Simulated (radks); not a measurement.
Results of a calculation; reference values are marked as such.
Spherical quantum dot in the effective-mass picture: electrons in a parabolic well V = omega^2 r^2 / 2 with omega = 1.55, with a point charge +1 (a donor) at the centre, all in effective atomic units (hartree* = m*/eps^2 hartree, bohr* = eps/m* bohr), one dielectric constant everywhere. Level of theory: non-relativistic Kohn-Sham, LDA (Slater exchange, Perdew-Wang correlation), spin-polarised, spherical densities (a radial shooting solver with Libxc functionals). Levels are named by radial order and angular momentum (1s, 1p, 1d, 2s, ...), and open shells are averaged over m. Results are scaled to m* = 0.045 and eps = 10.3, for which hartree* = 11.54 meV and bohr* = 12.11 nm.

N = 11, configuration 1s2 1p6 1d(up 1, down 0) 2s2. This is the lowest configuration that the search found. Occupied and some empty levels:

level,occupation,eigenvalue (meV),<r> (nm)
1s up,1,96.682,12.33
1s down,1,96.908,12.26
1p up,3,110.53,17.19
1p down,3,110.88,17.17
2s up,1,122.16,17.57
2s down,1,122.42,17.61
1d up,1,123.56,20.13
1d down,0,123.94,20.13
1f up,0,137.26,22.46
1f down,0,137.62,22.48
2p up,0,139.15,20.43
2p down,0,139.38,20.45
1g up,0,151.61,24.48
1g down,0,151.95,24.51

Energy (meV): total 793.770, kinetic 198.15, external 212.11, Hartree 454.15, exchange-correlation -70.636.
